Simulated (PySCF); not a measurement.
Two species compared at the same levels of theory.

First species: C7H8O2Si.
SMILES: `C=C=C(C#CC)C(=O)[SiH2]O`

Second species: C₃H₈O₃SSi₂.
InChI=1S/C3H8O3SSi2/c1-3-9(4,5)6-8-7-2/h1,4-5H,8H2,2H3

Levels: PBE0/pcSseg-1 for HOMO energy, LUMO energy and HOMO–LUMO gap. Geometries: GFN2-xTB. All species are isolated and taken at one optimised geometry, non-relativistic unless stated; the electronic structure was computed with PySCF and density fitting.

The conformers computed, where there is a choice (atom-mapped SMILES and torsion angles):
- `[CH2:1]=[C:2]=[C:3]([C:4]#[C:5][CH3:6])[C:7](=[O:8])[SiH2:9][OH:10]`: C2–C3–C7–O8 -4°, C3–C7–Si9–O10 -179°, H–O10–Si9–C7 -1°

The conformers of `C#C[Si](O)(O)O[SiH2]SC` aren't listed.

```tsv
property	column X	column Y
HOMO energy	-7.07 eV	-6.73 eV
LUMO energy	-2.13 eV	-0.04 eV
HOMO–LUMO gap	4.94 eV	6.69 eV
```

Question: Which column belongs to which species?

Answer: Column X is the first species and column Y the second. The first has 18 atoms and 80 electrons, the second 17 and 94.

Question: How does each property change from the first species to the second?

Answer: HOMO energy +0.34 eV; LUMO energy +2.09 eV; HOMO–LUMO gap +1.75 eV.

